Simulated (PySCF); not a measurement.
Dipole polarisabilities along the 3d series, charge +2

Calculated with PySCF 2.14 for the ground configurations, without spin-orbit coupling: coupled response for Hartree-Fock and DFT. Mean α in bohr³, C₆ of like pairs in atomic units.

```
                                                                                            species  α UHF  α PBE  α PBE0  C₆ UHF  C₆ PBE  C₆ PBE0
Sc²⁺ [Ar] 3d1 (x2c-QZVPPall with one added diffuse shell each of s, p, d, f, g type, spin-free X2C)  4.463  5.197   4.876   13.35   15.07    14.33
Ti²⁺ [Ar] 3d2 (x2c-QZVPPall with one added diffuse shell each of s, p, d, f, g type, spin-free X2C)  4.317  5.291   4.904   13.08   15.73    14.68
 V²⁺ [Ar] 3d3 (x2c-QZVPPall with one added diffuse shell each of s, p, d, f, g type, spin-free X2C)  4.002  5.004   4.619   12.06   15.00    13.88
Cr²⁺ [Ar] 3d4 (x2c-QZVPPall with one added diffuse shell each of s, p, d, f, g type, spin-free X2C)  3.662  4.644   4.273   10.88   13.86    12.74
Mn²⁺ [Ar] 3d5 (x2c-QZVPPall with one added diffuse shell each of s, p, d, f, g type, spin-free X2C)  3.270  4.201   3.857   9.512   12.38    11.32
Co²⁺ [Ar] 3d7 (x2c-QZVPPall with one added diffuse shell each of s, p, d, f, g type, spin-free X2C)  2.925  3.793   3.482   8.168   10.84    9.881
Ni²⁺ [Ar] 3d8 (x2c-QZVPPall with one added diffuse shell each of s, p, d, f, g type, spin-free X2C)  2.703  3.522   3.233   7.395   9.895    9.008
```

(1) Fill in the row of Fe²⁺ [Ar] 3d6 (x2c-QZVPPall with one added diffuse shell each of s, p, d, f, g type, spin-free X2C).

## Answers

(1) α UHF 3.172; α PBE0 3.743; C₆ UHF 9.019; C₆ PBE0 10.79.
